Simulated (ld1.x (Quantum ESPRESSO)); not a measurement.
**carbon, ultrasoft: configuration errors across variants**

ld1.x (Quantum ESPRESSO) 7.5 input, shortened:

```
&input
   title='C', zed=6., rel=0, dft='BLYP', iswitch=3,
   config='[He] 2s2 2p1.75 3d-2'
 /
 &inputp
   pseudotype=3, tm=.true., lloc=-1, rcloc=1.10,
   nlcc=.true., new_core_ps=.true.
 /
6
2S  1  0   2.00   0.00  0.80  0.85  0.0
2S  1  0   0.00  -0.40  0.80  0.85  0.0
2P  2  1   1.75   0.00  1.75  1.90  0.0
2P  2  1   0.00   3.40  1.75  1.90  0.0
3D  3  2  -2.00  -0.10  1.60  2.00  0.0
3D  3  2  -2.00   1.85  1.60  2.00  0.0
 &test
   configts(1)='2s2 2p1.75'
 /
```

All-electron excitation energies from the reference (eV): (1) 2s2 2p2 -1.631; (2) 2s2 2p1 9.201; (3) 2s2 2p0 33.380; (4) 2s1 2p3 6.743; (5) 2s1 2p2 17.829; (6) 2s0 2p4 15.147; (7) 2s2 2p1.5 2.313.

The default core radius of the base comes out at 0.52 bohr.

The overlap operator is not positive definite (basis up to 400 Ry) in “base”, “core correction Bessel-smoothed model core inside 0.72 bohr”, “local potential all-electron potential smoothed inside 1.25 bohr (lloc = -1)”. Such files are unfit for use, however small their errors in these radial tests.

4 further variants failed, have other tests or another functional or relativity, and are left out.

A true bound ghost makes a file unfit for plane-wave use even where its test errors are small: the radial tests pick states by their node count and pass the ghost by.

Errors AE − PS in meV (a dash: test not solved or not reliable):

```tsv
change	(1)	(2)	(3)	(4)	(5)	(6)	(7)	bound ghosts
base	+0.3	+10	+133	+10	-10	+34	+0.6	s (d not tested, overlap not positive)
core correction Bessel-smoothed model core inside 0.72 bohr	+0.3	+11	+147	+12	-10.0	+39	+0.7	s (d not tested, overlap not positive)
waves 3d channel at -0.1 Ry: rcut 1.60, rcutus 2.28 bohr; 3d channel at 1.85 Ry: rcut 1.60, rcutus 2.28 bohr	+0.3	+10	+133	+10	-10	+34	+0.6	s
local potential all-electron potential smoothed inside 1.25 bohr (lloc = -1)	+1.0	+16	+133	+11	+2.0	+34	+1.4	s (d not tested, overlap not positive)
```

Give the same row for: type TM semilocal; waves now 2p (bound): rc 1.90 bohr; 3d channel at -0.1 Ry: rc 2.00 bohr; 2s (bound): rc 0.85 bohr; local potential the s channel.

+0.1, +13, +199, +9.2, -22, +28, +0.6; bound ghosts: none.
